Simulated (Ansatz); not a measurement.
`[CH3][SnH2][CH]=O` + `[GeH3][SeH]` → `O=C[Se][GeH3]` + `[CH3][SnH3]`  (substitution at a C–Sn bond)

Gas-phase electronic energies from Ansatz, PBE0-D4/def2-TZVP geometries. CBS: MP2 limit from def2 TZ/QZ plus the TZ coupled-cluster correction, frozen cores. Functionals use def2-TZVPP. B3LYP here is the variant with VWN-RPA as its local correlation; programs differ in this. def2 core potentials past Kr. For Ge, Se, Sn outer-core shells are correlated without core-valence functions, which leaves a few kJ/mol of doubt a bond. Scalar relativity is left out up to krypton. Each species was taken in one conformer, which may not be the lowest.

Question: Is it downhill or uphill in electronic energy at CCSD(T)/CBS, and by how much? (An estimate is asked.)

Answer: Ansatz gave: Downhill: ΔE = -7.8 kcal/mol.

Question: What do these levels give: PBE-D4, PBE0-D4, B3LYP, HF/def2-TZVPP, HF/def2-QZVPP, MP2/CBS(def2)? (Estimate.)

Answer: The calculation gave: PBE-D4 -10.9, PBE0-D4 -9.7, B3LYP -8.4, HF/def2-TZVPP -5.7, HF/def2-QZVPP -5.6, MP2/CBS(def2) -9.2 kcal/mol.

Largest T1 diagnostic among the species: 0.015.

The D4 term adds −0.8 kcal/mol with B3LYP and −0.4 kcal/mol with PBE0; it sums over pairs of atoms, weighted by their polarisabilities, and B3LYP, whose exchange is more repulsive, gets the larger term. From PBE to PBE0 (25 % exact exchange), in def2-TZVPP and without D4, ΔE moves by +1.1 kcal/mol. In def2-TZVPP, CCSD(T) changes the Hartree–Fock value by −2.8 kcal/mol (the triples alone add −1.0 kcal/mol) and MP2 by −4.2 kcal/mol.
